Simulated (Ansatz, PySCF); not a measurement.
Reaction (SMILES): ClCCl → [CH2]Cl + Cl atom (the C-Cl bond at the site shown breaks; other sites are not compared here)
Geometries: B3LYP-D3(BJ)/def2-TZVP minima from Ansatz (a first-principles code).

Property: bond dissociation energy (enthalpy at 298 K, with B3LYP-D3(BJ) rigid-rotor harmonic-oscillator terms from PySCF), in eV. Correlated levels leave the core frozen unless marked. Open shells are spin-unrestricted. No spin-orbit coupling. No relativistic terms. Basis-set limits of correlation are two-point, X^-3; Hartree-Fock from the larger set. [CCSD(T)-MP2]/basis is that difference in the basis named.

| level | program | bond dissociation energy (eV) |
|---|---|---|
| PBE-D3(BJ)/def2-TZVPD | Ansatz + dftd3 | 3.53 |
| BLYP-D3(BJ)/def2-TZVPD | Ansatz + dftd3 | … |
| B3LYP-D3(BJ)/def2-TZVPD | Ansatz + dftd3 | 3.27 |
| B3LYP-D4/def2-TZVPD | Ansatz + dftd4 | 3.26 |
| r2SCAN0-D4/def2-TZVPD | Ansatz + dftd4 | … |
| PW6B95-D4/def2-TZVPD | PySCF + dftd4 | 3.43 |
| HSE06-D3(BJ)/def2-TZVPD | Ansatz + dftd3 | 3.41 |
| RPA@PBE/cc-pV(T+d)Z | Ansatz | 3.02 |
| CCSD/6-31G* | Ansatz | … |
| RI-MP2/CBS(aug-cc-pV(T+d)Z,aug-cc-pV(Q+d)Z)+[CCSD(T)-MP2]/aug-cc-pV(T+d)Z | Ansatz | … |

Problem. What belongs in the gaps?

Solution. 
- BLYP-D3(BJ)/def2-TZVPD, bond dissociation energy (eV): 3.28
- r2SCAN0-D4/def2-TZVPD, bond dissociation energy (eV): 3.19
- CCSD/6-31G*, bond dissociation energy (eV): 3.03
- RI-MP2/CBS(aug-cc-pV(T+d)Z,aug-cc-pV(Q+d)Z)+[CCSD(T)-MP2]/aug-cc-pV(T+d)Z, bond dissociation energy (eV): 3.48
